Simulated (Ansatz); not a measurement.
One change: `C[SiH2][SiH2][AlH2]` becomes `[AlH2][SiH2][SiH2][GaH2]`.

Ansatz, PBE0-D4/def2-TZVP geometries, multiplicity 1. Each molecule was computed in one conformer, which needn't be the lowest.

Scalar relativity is left out up to krypton.

| property | `C[SiH2][SiH2][AlH2]` |
| --- | --- |
| LUMO energy (B3LYP/def2-TZVPP) / eV | -2.27 |
| HOMO–LUMO gap (PBE/def2-TZVPP) / eV | 3.43 |
| size of the dipole moment (PBE/def2-TZVPP) / D | 0.77 |
| HOMO energy (PBE0/def2-TZVPP) / eV | -7.27 |
| LUMO energy (ωB97M-V/def2-TZVPP) / eV | -0.48 |
| LUMO energy (PBE/def2-TZVPP) / eV | -2.83 |

(1) Give the same properties after the change, and the shifts. (Estimate.)

## Answers

(1) The calculation gave: 
```
                                      property  `[AlH2][SiH2][SiH2][GaH2]`  shift
           LUMO energy (B3LYP/def2-TZVPP) / eV                       -2.54  -0.27
           HOMO–LUMO gap (PBE/def2-TZVPP) / eV                        2.94  -0.49
size of the dipole moment (PBE/def2-TZVPP) / D                        0.13  -0.64
            HOMO energy (PBE0/def2-TZVPP) / eV                       -6.94   0.33
         LUMO energy (ωB97M-V/def2-TZVPP) / eV                       -0.72  -0.24
             LUMO energy (PBE/def2-TZVPP) / eV                       -3.09  -0.26
```

With PBE0 the HOMO rises by 0.33 eV and the LUMO falls by 0.26 eV, so the gap narrows by about 0.59 eV. PBE moves the HOMO by 0.24 eV and ωB97M-V by 0.42 eV. Dipoles are sizes alone; their direction can turn.

B3LYP here is the variant with VWN-RPA as its local correlation; programs differ in this.
